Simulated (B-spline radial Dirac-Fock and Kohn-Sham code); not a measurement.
**X-ray form factors of gold in several charge states**

These are calculated numbers from a radial B-spline solver; the model is configuration-average Dirac-Fock orbitals.

Configurations: Au⁴⁸⁺ [Ar] 3d10 4s2 4p1; Au⁴⁹⁺ [Ar] 3d10 4s2; Au⁵¹⁺ [Ar] 3d10. The first column is f₀ of Au⁴⁸⁺, the others are differences from it.

```
s (Å⁻¹)   Au⁴⁸⁺  Δ Au⁴⁹⁺  Δ Au⁵¹⁺
      0  31.000   -1.000   -3.000
   0.05  30.980   -0.997   -2.992
    0.1  30.920   -0.988   -2.967
   0.15  30.820   -0.974   -2.926
    0.2  30.681   -0.954   -2.870
   0.25  30.504   -0.930   -2.799
    0.3  30.290   -0.900   -2.714
   0.35  30.042   -0.866   -2.616
    0.4  29.760   -0.828   -2.507
   0.45  29.447   -0.786   -2.388
    0.5  29.105   -0.742   -2.260
    0.6  28.342   -0.647   -1.985
    0.7  27.490   -0.548   -1.694
    0.8  26.568   -0.448   -1.400
    0.9  25.598   -0.352   -1.116
      1  24.595   -0.264   -0.849
    1.1  23.577   -0.185   -0.610
    1.2  22.558   -0.118   -0.402
    1.4  20.560   -0.022   -0.094
    1.6  18.667   +0.026   +0.073
```
